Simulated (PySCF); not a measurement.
**Solvent effects on NMR parameters**

Structure with atom numbers: `[CH2:1]=[CH:2][O:3][C:4](=[O:5])[CH2:6][B:7]([Cl:8])[Cl:9]`. Hydrogens are named by the atom that carries them. Ha(C1) is cis to O3; Hb(C1) is trans to O3.

GIAO PBE0/pcSseg-1 in PySCF on one PBE0-D3(BJ)/def2-SVP conformer, non-relativistic, equivalent nuclei averaged. Solvents enter as an IEF-PCM continuum (dichloromethane with ε = 8.9, acetonitrile with ε = 35.7) around the gas-phase geometry. Shifts are referred to TMS, BF3·OEt2 computed in the same medium.

In dichloromethane, δ in ppm: C4 171.9, C2 148.9, C1 103.4, C6 41.7, B7 63.9, H(C2) 7.75, Ha(C1) 5.31, Hb(C1) 5.04, H(C6) 2.93. Dipole moment 2.17 D.

**Question.** How does each δ change in the more polar medium?

**Answer.** 
```tsv
atoms	environment	Δδ, acetonitrile
C4	ester carbonyl carbon	+0.6
C2	alkene carbon bearing oxygen	+0.1
C1	β carbon of an enol-ether or enamine type C=C	+0.3
C6	sp3 CH2 bonded to B, α to a carbonyl	+0.3
B7	boron bonded to C, 2 Cl	+0.1
H(C2)	hydrogen on an alkene carbon bearing oxygen	0.00
Ha(C1)	hydrogen on a β carbon of an enol-ether or enamine type C=C	+0.03
Hb(C1)	hydrogen on a β carbon of an enol-ether or enamine type C=C	+0.04
H(C6)	hydrogen on an sp3 CH2 bonded to B, α to a carbonyl	+0.05
```

Changes are relative to dichloromethane. The dipole moment becomes 2.25 D in acetonitrile.

**Question.** Which nuclei move most (in ppm), and what does the model miss?

**Answer.** C4 (ester carbonyl carbon, +0.6 ppm) in acetonitrile. A continuum only polarises the solute; specific hydrogen bonds, the anisotropy of aromatic solvents and changes of geometry or conformer are outside it.
